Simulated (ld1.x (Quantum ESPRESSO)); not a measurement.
**Before and after: TM potential for boron (B)**

```json
{"Element": "boron", "Generator": "ld1.x (Quantum ESPRESSO) 7.5", "Type": "norm-conserving Troullier–Martins (Kleinman–Bylander form)", "Functional": "PBEsol", "Relativity": "scalar-relativistic", "Frozen core": "[He]", "Valence charge": "3", "Reference configuration": "2s2 2p1", "Partial waves": "2p (bound): rc 1.95 bohr; 2s (bound): rc 1.55 bohr", "Local potential": "the s channel", "Core correction": "Bessel-smoothed model core inside 0.70 bohr"}
```

Change: core correction Bessel-smoothed model core inside 1.08 bohr.

Cutoffs: the cutoffs (Ry, on a coarse ladder) from which the occupation-weighted sum of valence levels, in a spherical-Bessel basis at the reference potential, stays within 10 and 1 mRy of its value at 400 Ry; they do not see the model core or the augmentation charge, which bear on the density cutoff. Errors are all-electron minus pseudo energies relative to the spin-unpolarised reference configuration.

Q: What does the change do?

A: The potential gets neither clearly harder nor softer (21 Ry and 50 Ry → 21 Ry and 50 Ry); of the 7 tests that both files solve, the error grows in 2 and shrinks in 0 by more than 15 % and 0.3 meV (median size 2.5 → 4.7 meV); neither file shows a bound ghost. A wider model core is smoother and lowers the density cutoff, which this test does not measure.

| quantity | base | changed |
| --- | --- | --- |
| cutoff, loose | 21 Ry | 21 Ry |
| cutoff, tight | 50 Ry | 50 Ry |
| bound ghosts | none | none |
| error for 2s2 2p0, meV [ΔE 8.14 eV] | +18 | +19 |
| error for 2s1 2p0, meV [ΔE 33.40 eV] | +67 | +76 |
| error for 2s2 2p0.5, meV [ΔE 2.86 eV] | +2.3 | +2.4 |
| error for 2s1 2p2, meV [ΔE 5.82 eV] | +0.4 | +1.0 |
| error for 2s1 2p1, meV [ΔE 14.26 eV] | -4.4 | -5.0 |
| error for 2s0 2p3, meV [ΔE 11.66 eV] | +2.5 | +4.7 |
| error for 2s2 2p1.3, meV [ΔE -0.72 eV] | +0.2 | +0.2 |
| s: phases at 2.14 bohr within 0.05 rad from the reference energy up to (Ry; the scan ends near 5) | 3.1 | 3.1 |
| p: phases at 2.14 bohr within 0.05 rad from the reference energy up to (Ry; the scan ends near 5) | 2.9 | 2.9 |
